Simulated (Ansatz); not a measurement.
Species: sum formula HBO₂I, net charge -1, singlet state. It need not be the lowest isomer of its formula. Whether it binds its extra electron was not tested at this geometry. 
Coordinates optimised at B3LYP-D3(BJ)/def2-TZVP (Ansatz, a first-principles code):
SMILES: [O-]B(O)I
```xyz
5

O     -1.0117     2.2647    -0.3537
B     -1.2132     1.0472    -0.1477
O     -2.3146     0.2064     0.0151
I      0.6749    -0.4864     0.0662
H     -3.0937     0.7722    -0.0621
```
Charge -1, spin multiplicity 1.

Basis-set convergence of Hartree-Fock and CCSD correlation energies (hartree) with Ansatz. Valence correlation only, unless marked. Spin-orbit coupling is left out. Frozen are the shells of the preceding noble gas and the d and f shells that filled before the atom's block. In def2 rows, elements after Kr have scalar-relativistic effective core potentials.

| basis | functions | E(HF) | E(corr, CCSD) |
|---|---|---|---|
| def2-SVPD | 109 | -471.69898 | -0.60164 |
| def2-TZVPPD | 193 | -471.90591 | -0.73708 |
| def2-QZVPPD | 319 | -471.91439 | -0.79431 |

Extrapolating the two largest sets (X = 3 and 4) as X^-3: E(corr) = (64·(-0.79431) - 27·(-0.73708))/37 = -0.8361 Eh, an estimate of the basis-set limit. The largest set recovers 95.0 % of it, the smallest 72.0 %.
